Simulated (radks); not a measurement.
The numbers below are computed, except where a source is named.
Effect of the nuclear size on neutral ytterbium, [Xe] 4f14 6s2. Level of theory: Dirac Kohn-Sham, relativistic LDA (MacDonald-Vosko exchange, VWN5 correlation), spin-unpolarised, spherical densities, finite nucleus; Fermi nuclear charge, rms radius 5.3108 fm (a radial shooting solver on a logarithmic mesh with Libxc functionals). The rms radius is varied about that value; shifts are against it.

rms radius (fm)  total energy shift (eV)  density at nucleus (e/bohr^3)  1s1/2 shift (meV)  2s1/2 shift (meV)  5s1/2 shift (meV)  5p1/2 shift (meV)  6s1/2 shift (meV)  4f7/2 shift (meV)  6p1/2 (empty) shift (meV)
4.716                              -8.27                       1.05e+06              -3360               -456              -3.51              0.333             -0.136              0.590                      0.115
5.0346                             -3.93                      1.029e+06              -1590               -217              -1.67              0.158             -0.065              0.280                      0.055
5.3108                                 0                      1.012e+06              0.000              0.000              0.000              0.000              0.000              0.000                      0.000
5.5285                              3.20                          1e+06               1300                176               1.36             -0.129              0.053             -0.228                     -0.045
6.2561                              14.5                      9.626e+05               5890                801               6.16             -0.584              0.239              -1.04                     -0.202

Slopes of the eigenvalues against <r^2> in GHz/fm^2, as finite differences over the two radii next to the reference (eigenvalue slopes, not the field-shift constants of lines): 1s1/2 134000, 2s1/2 18200, 5s1/2 140, 5p1/2 -13.3, 6s1/2 5.43, 4f7/2 -23.6, 6p1/2 (empty) -4.60.
